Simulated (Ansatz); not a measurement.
`N[SiH](O)BO` + `[NH2][GeH2][O]BF` → `[NH2][GeH2][SiH](N)O` + `OBOBF`  (redistribution)

Program: Ansatz. Geometries: PBE0-D4/def2-TZVP. ΔE: electronic, gas phase. CCSD(T)/CBS is the MP2 limit (def2-TZVPP, def2-QZVPP) plus CCSD(T) − MP2 in def2-TZVPP, frozen cores. DFT in def2-TZVPP. B3LYP here is the variant with VWN-RPA as its local correlation; programs differ in this. For Ge outer-core shells are correlated without core-valence functions, which leaves a few kJ/mol of doubt a bond. Scalar relativity is left out up to krypton. Each species was taken in one conformer, which may not be the lowest.

`N[SiH](O)BO`:

Z-matrix (Å, degrees):
```
Si
O 1 1.660
B 1 2.030 2 109.1
N 1 1.717 2 116.9 3 121.4
H 1 1.485 2 103.9 3 -123.3
H 2 0.959 1 115.6 3 -33.0
O 3 1.358 1 116.6 2 30.0
H 3 1.206 1 124.9 2 -150.6
H 4 1.007 1 120.9 2 74.5
H 4 1.007 1 121.5 2 -74.5
H 7 0.962 3 113.9 1 179.3
```

`[NH2][GeH2][O]BF`:

Z-matrix (Å, degrees):
```
Ge
O 1 1.807
N 1 1.814 2 111.7
H 1 1.532 2 107.3 3 -119.2
H 1 1.528 2 103.7 3 117.5
B 2 1.335 1 126.8 3 99.9
H 3 1.009 1 116.2 2 -69.2
H 3 1.010 1 116.1 2 62.1
F 6 1.330 2 118.8 1 -177.9
H 6 1.203 2 123.8 1 2.0
```

`[NH2][GeH2][SiH](N)O`:

Cartesian coordinates in Å:
```
N 0.541 -1.204 -2.128
Ge 1.058 -0.862 -0.387
Si -0.302 0.926 0.385
N -0.300 0.970 2.092
O -1.746 0.573 -0.350
H 0.899 -2.069 -2.511
H -0.466 -1.201 -2.227
H 0.906 -2.089 0.558
H 2.561 -0.522 -0.417
H 0.141 2.289 -0.019
H -0.432 0.154 2.664
H -0.402 1.825 2.612
H -2.457 1.211 -0.271
```

`OBOBF`:

Cartesian coordinates in Å:
```
O 0.612 0.269 1.489
B 0.561 0.784 0.240
O -0.415 0.343 -0.606
B -0.985 -0.837 -0.909
F -0.317 -1.967 -0.715
H 1.308 0.653 2.026
H 1.310 1.640 -0.132
H -2.074 -0.884 -1.393
```

Problem. Is it downhill or uphill in electronic energy at CCSD(T)/CBS, and by how much? (An estimate is asked.)

Solution. Computed: Downhill: ΔE = -101.8 kJ/mol.

Problem. What do these levels give: r2SCAN-D4, PBE0-D4, B3LYP-D4, ωB97X-V, ωB97M-V, B2PLYP, B3LYP, HF/def2-TZVPP, SCS-MP2/def2-TZVPP, HF/def2-QZVPP, SCS-MP2/def2-QZVPP, CCSD/CBS(def2)? (Estimate.)

Solution. The calculation gave: r2SCAN-D4 -107.0, PBE0-D4 -107.5, B3LYP-D4 -106.8, ωB97X-V -97.7, ωB97M-V -103.5, B2PLYP -100.2, B3LYP -103.7, HF/def2-TZVPP -101.2, SCS-MP2/def2-TZVPP -93.2, HF/def2-QZVPP -101.2, SCS-MP2/def2-QZVPP -96.0, CCSD/CBS(def2) -103.1 kJ/mol.

Largest T1 diagnostic among the species: 0.014.

The D4 term adds −3.1 kJ/mol with B3LYP and −1.7 kJ/mol with PBE0; it sums over pairs of atoms, weighted by their polarisabilities, and B3LYP, whose exchange is more repulsive, gets the larger term. In def2-TZVPP, CCSD(T) changes the Hartree–Fock value by +5.3 kJ/mol (the triples alone add +1.3 kJ/mol) and MP2 by +3.7 kJ/mol.
